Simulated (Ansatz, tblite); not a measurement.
Removing an electron: Na2Li5⁻ (the lowest singlet isomer of a short search). Total charge -1; singlet. Geometry: PBE/def2-TZVPD. Ansatz, gas phase; energy differences of separate SCF runs; the oxidised species was run as a doublet alone.

```csv
atom,x (Å),y (Å),z (Å)
Li1,2.0016,0.4495,0.3807
Li2,-0.2554,-0.4048,2.0382
Li3,-0.4182,-0.6554,-0.9585
Li4,0.8826,1.4284,-2.3392
Li5,-0.4509,2.0004,0.3931
Na6,-3.1044,-0.0017,0.2303
Na7,1.3447,-2.8163,0.2555
```

The xTB rows come from tblite. The structure comes from a short search, and lower isomers may exist.

```json
{"level": "GFN2-xTB", "−HOMO (eV)": "1.51", "vertical IE (eV)": "3.45", "−LUMO (eV)": "-0.20", "HOMO–LUMO gap (eV)": "1.72", "remarks": "–"}
{"level": "PBE/def2-TZVPD", "−HOMO (eV)": "-0.23", "vertical IE (eV)": "1.05", "−LUMO (eV)": "-0.77", "HOMO–LUMO gap (eV)": "0.54", "remarks": "HOMO above zero (-1 singlet), restricted SCF unstable in HF (-1 singlet)"}
{"level": "r2SCAN/def2-TZVPD", "−HOMO (eV)": "-0.20", "vertical IE (eV)": "0.92", "−LUMO (eV)": "-0.82", "HOMO–LUMO gap (eV)": "0.62", "remarks": "HOMO above zero (-1 singlet), restricted SCF unstable in HF (-1 singlet), spin-contaminated (⟨S²⟩ 0.84) (doublet)"}
{"level": "PBE0/def2-TZVPD", "−HOMO (eV)": "0.14", "vertical IE (eV)": "0.97", "−LUMO (eV)": "-1.16", "HOMO–LUMO gap (eV)": "1.30", "remarks": "restricted SCF unstable in HF (-1 singlet)"}
```

  A HOMO above zero means that the electron is unbound at that level or that self-interaction error raises the level; the energy of removing that electron tells which. Raw xTB energy differences between charge states are shifted by several eV; the methods need an empirical correction for them.
